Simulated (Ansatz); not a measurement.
One geometry of SnEtF3 (C2H5F3Sn), several levels of theory.

```yaml
crystal:
  periodic: [false, false, false]
  atoms:
    - {symbol: Sn, position_ang: [-0.329371, -0.447880, -1.429656]}
    - {symbol: C, position_ang: [-0.302013, -0.416154, 0.714560]}
    - {symbol: C, position_ang: [0.541891, 0.744842, 1.227787]}
    - {symbol: H, position_ang: [0.087643, -1.400110, 1.019340]}
    - {symbol: H, position_ang: [-1.356598, -0.354333, 1.025573]}
    - {symbol: H, position_ang: [0.557635, 0.740024, 2.330037]}
    - {symbol: H, position_ang: [1.584236, 0.679395, 0.880340]}
    - {symbol: H, position_ang: [0.139237, 1.718080, 0.907715]}
    - {symbol: F, position_ang: [1.447099, -0.423295, -2.181017]}
    - {symbol: F, position_ang: [-1.178001, 1.100822, -2.204764]}
    - {symbol: F, position_ang: [-1.191759, -1.941390, -2.289924]}
basis:
  gaussian: {orbitals: def2-TZVP, initial_orbitals: start.molden}
hamiltonian: {xc: pbe}
correlation: {method: rpa}
scf: {omitted_lower_state_checks: [starts]}
```

The file start.molden holds the orbitals of an earlier run on this structure, at another level or in another basis.

```sh
$ ansatz run in.yaml --threads 2 --pin off --events-out ev --progress --plain --max-ram 31744MiB --backend cpu
```

Shortened log:

```
Functional definition: PBE
1738 factors; integrals over basis functions are off by at most 1.3e-3 eV
mean field evaluation 1: about -16134.2523 eV, gradient 1.2e1 eV
mean field evaluation 2: about -16134.4418 eV, gradient 2.0e-1 eV
mean field evaluation 4: about -16134.4367 eV, gradient 4.1e-4 eV
mean field -16134.43674819 eV, -592.9296141820 hartree, gradient 5.5e-6 eV, S^2 0.000000; 0 other end points of the search recorded, 0 dependent functions left out
9 core orbitals not correlated: weight in the atoms' cores, before any rotation towards them, 1.000 or more for the frozen orbitals, at most 0.000 for the correlated occupied ones
reference -16067.94180005 eV, -590.4859699098 hartree; 24, 24 occupied and 202, 202 virtual orbitals, 1738 factors
Total energy: -16125.85699215 eV, -592.6143139630 hartree
Checks for a lower state left out: starts
```

Run time 8.5 s (2 threads of AMD EPYC 7R13 on a shared host), peak host memory 0.68 GiB.

First input, but with `hamiltonian: {xc: hse06, dispersion: d4}`, `output: {forces: true, orbitals: {seedname: orbitals}}` and without the key `correlation` (abridged; 8.6 s):

```
Functional definition: HSE06
mean field -16134.31116875 eV, -592.9249992226 hartree, gradient 1.4e-5 eV, S^2 0.000000
Total energy: -16134.48775122 eV, -592.9314885086 hartree
Atom 0 force     0.020784     0.026803    -0.545112 eV/Å
Atom 1 force    -0.127141    -0.174502    -0.061541 eV/Å
Atom 2 force     0.109869     0.155307     0.086983 eV/Å
Atom 3 force    -0.102873     0.304461    -0.091420 eV/Å
Atom 4 force     0.321305    -0.002265    -0.092747 eV/Å
Atom 5 force    -0.017380    -0.019630    -0.298035 eV/Å
Atom 6 force    -0.291051     0.012679     0.098216 eV/Å
Atom 7 force     0.106097    -0.274701     0.086309 eV/Å
Atom 8 force    -0.586648    -0.016908     0.245934 eV/Å
Atom 9 force     0.274696    -0.519344     0.260910 eV/Å
Atom 10 force     0.292342     0.508100     0.310504 eV/Å
Dipole moment:     0.017030     0.025030     1.115140 e Å
Checks for a lower state left out: starts
```

The first input with `hamiltonian: {xc: {name: B3LYP}, dispersion: d4}`, `output: {orbitals: {seedname: orbitals}}` and without the key `correlation` (abridged; 4.8 s):

```
Functional definition: B3LYP
mean field -16147.27448782 eV, -593.4013924117 hartree, gradient 1.2e-5 eV, S^2 0.000000
Total energy: -16147.63124621 eV, -593.4145030406 hartree
Checks for a lower state left out: starts
```

The first input with `hamiltonian: {xc: {name: r2SCANh}, dispersion: d4}`, `output: {orbitals: {seedname: orbitals}}` and without the key `correlation` (abridged; 7.5 s):

```
Functional definition: r2SCANh
mean field -16141.85149904 eV, -593.2021012498 hartree, gradient 1.9e-5 eV, S^2 0.000000
Total energy: -16141.91022591 eV, -593.2042594225 hartree
Checks for a lower state left out: starts
```

Geometry: r2SCAN-D4/def2-SVP.

In the def2 sets Sn takes a core potential; there is no spin–orbit coupling. B3LYP takes the VWN-RPA correlation. HSE06 is defined as in plane-wave codes, on full-range PBE exchange. Correlated methods freeze 9 core orbitals; core or outer-core shells of Sn are correlated, in sets that lack core-valence functions.
